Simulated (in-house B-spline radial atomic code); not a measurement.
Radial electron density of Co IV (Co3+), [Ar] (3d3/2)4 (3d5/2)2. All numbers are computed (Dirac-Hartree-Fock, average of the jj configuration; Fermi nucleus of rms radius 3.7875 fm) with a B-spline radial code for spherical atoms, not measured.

Columns: r (bohr), 4πr²n(r) (electrons per bohr), bar.

```
 0.00216   0.7883 #
 0.00258    1.092 #
 0.00309    1.513 ##
 0.00369    2.074 ##
 0.00442    2.841 ###
 0.00528    3.844 #####
 0.00631    5.157 ######
 0.00755    6.858 ########
 0.00902    8.981 ###########
  0.0108    11.62 ##############
  0.0129    14.71 ##################
  0.0154     18.2 ######################
  0.0184    21.98 ##########################
   0.022    25.77 ###############################
  0.0263    29.14 ###################################
  0.0315    31.64 ######################################
  0.0376    32.76 #######################################
   0.045     32.3 #######################################
  0.0538    30.44 #####################################
  0.0643    27.93 ##################################
  0.0769    25.96 ###############################
  0.0919    25.79 ###############################
    0.11    28.06 ##################################
   0.131    31.96 ######################################
   0.157    35.72 ###########################################
   0.188    36.59 ############################################
   0.224    33.21 ########################################
   0.268     26.3 ################################
   0.321    18.94 #######################
   0.383    14.73 ##################
   0.458    14.68 ##################
   0.548    17.02 ####################
   0.655    18.45 ######################
   0.783    16.97 ####################
   0.936    12.98 ################
    1.12    8.258 ##########
    1.34    4.422 #####
     1.6    2.033 ##
    1.91   0.8019 #
    2.29   0.2591 
    2.73  0.06986 
    3.27  0.01352
```

On this grid the curve has 3 maxima, near 0.0376, 0.188, 0.655 bohr.

The 3p1/2 radial function P(r) = rR(r), positive near the nucleus, with its small component Q(r) (sign convention: Q ≈ (P' + κP/r)/2c):

```csv
r (bohr),P,Q
0.00181,0.001211,0.004522
0.00258,0.002148,0.006313
0.00369,0.003916,0.008787
0.00528,0.007261,0.01213
0.00755,0.01357,0.01653
0.0108,0.02539,0.02213
0.0154,0.04687,0.02882
0.022,0.08522,0.03622
0.0315,0.1506,0.0432
0.045,0.2523,0.04754
0.0643,0.392,0.04628
0.0919,0.5437,0.03656
0.131,0.628,0.01823
0.188,0.5111,-0.004381
0.268,0.08798,-0.02084
0.383,-0.571,-0.02346
0.548,-1.112,-0.01357
0.783,-1.16,-0.002437
1.12,-0.757,0.002095
1.6,-0.3017,0.00163
2.29,-0.06388,0.0004471
3.27,-0.005896,4.682e-05
```
